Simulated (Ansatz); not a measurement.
Cl₂H₆O₈Si₂Sn (`O[Si](O)(O)[O][Sn]([Cl])([Cl])[O][Si](O)(O)O`), relaxed with RKS PBE0-D4/def2-TZVP in Ansatz from a PBE-D4/def2-SVP geometry. The force threshold is 0.005 eV/Å; the program also tests the step.

The species carries charge 0 and has multiplicity 1. Sn takes the def2 core potential.

Start:

```xyz
19

O    -1.720   -1.866   -2.517
Si   -0.836   -0.922   -1.497
O    -1.642    0.520   -1.203
O    -0.573   -1.785   -0.060
O     0.747   -0.638   -1.945
Sn    1.904   -0.999   -0.327
Cl    3.819    0.241   -0.919
Cl    2.566   -3.212    0.011
O     1.409   -0.111    1.406
Si    0.203    1.003    1.588
O     0.505    1.801    3.001
O    -1.336    0.329    1.586
O     0.156    2.006    0.215
H    -2.092   -1.408   -3.291
H    -0.999    1.250   -1.004
H    -0.975   -1.371    0.744
H    -0.291    2.135    3.450
H    -1.822    0.535    0.750
H     0.977    2.492    0.013
```

```
step  energy (eV)  largest force (eV/Å)  largest move (Å)
   1  -63098.7522                 1.310             0.000
   2  -63099.0245                 0.808             0.110
   3  -63099.1214                 0.225             0.067
   4  -63099.1521                 0.239             0.134
   5  -63099.1665                 0.158             0.129
   6  -63099.1709                 0.062             0.048
   7  -63099.1729                 0.040             0.022
   8  -63099.1750                 0.092             0.035
   9  -63099.1767                 0.048             0.029
  10  -63099.1785                 0.084             0.053
  11  -63099.1795                 0.068             0.012
  13  -63099.1808                 0.101             0.028
  15  -63099.1823                 0.059             0.028
  17  -63099.1834                 0.052             0.043
  19  -63099.1842                 0.132             0.036
  21  -63099.1855                 0.046             0.035
  23  -63099.1864                 0.064             0.041
  25  -63099.1874                 0.042             0.048
  27  -63099.1884                 0.030             0.044
  29  -63099.1887                 0.018             0.016
  31  -63099.1888                 0.010             0.004
  33  -63099.1888                 0.006             0.006
  35  -63099.1888                 0.003             0.005
```

End:

```xyz
19

O    -1.711   -1.844   -2.635
Si   -1.023   -1.061   -1.398
O    -1.651    0.448   -1.183
O    -1.308   -1.961   -0.079
O     0.588   -0.888   -1.663
Sn    1.984   -0.881   -0.334
Cl    3.587    0.592   -1.054
Cl    2.877   -2.950   -0.016
O     1.274   -0.235    1.343
Si    0.252    1.005    1.586
O     0.691    1.690    2.987
O    -1.306    0.523    1.635
O     0.342    2.026    0.289
H    -1.488   -1.568   -3.525
H    -1.012    1.169   -1.225
H    -1.421   -1.491    0.754
H     0.009    2.146    3.484
H    -1.793    0.682    0.812
H     1.109    2.598    0.221
```

Run time 87 s (11 threads of an AMD EPYC 7R13 on a shared host and a whole NVIDIA H100 80 GB); peak host memory 1.5 GiB.
